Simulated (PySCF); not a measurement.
## What builds the second ionisation energy along group 12

Calculated with PySCF 2.14 from differences of total energies of unrestricted determinants, without spin-orbit coupling. Each column adds one step, in eV (sums use unrounded values): valence MP2, valence CCSD, valence triples, then the next inner shell at CCSD(T) (Zn 3s 3p, Cd 4s 4p, Hg 5s 5p). References (NIST) marked * lie between the lowest fine-structure levels; the others compare directly ((s) semi-empirical, (t) theoretical).

```tsv
element	UHF	+ MP2	+ CCSD	+ (T)	+ inner shell	sum	reference
Zn [Ar] 3d10 4s1 → [Ar] 3d10 (def2-QZVPPD, non-relativistic)	16.570	0.991	-0.096	0.083	0.047	17.594	17.964
Cd [Kr] 4d10 5s1 → [Kr] 4d10 (def2-QZVPPD with the def2 core potential (28 electrons), ECP)	15.585	1.243	-0.188	0.084	0.121	16.845	16.908
Hg [Xe] 4f14 5d10 6s1 → [Xe] 4f14 5d10 (def2-QZVPPD with the def2 core potential (60 electrons), ECP)	17.148	1.529	-0.263	0.092	0.123	18.629	18.757
```

What remains against the references is mostly basis incompleteness.

These are valence bases, so the inner-shell step is incomplete.
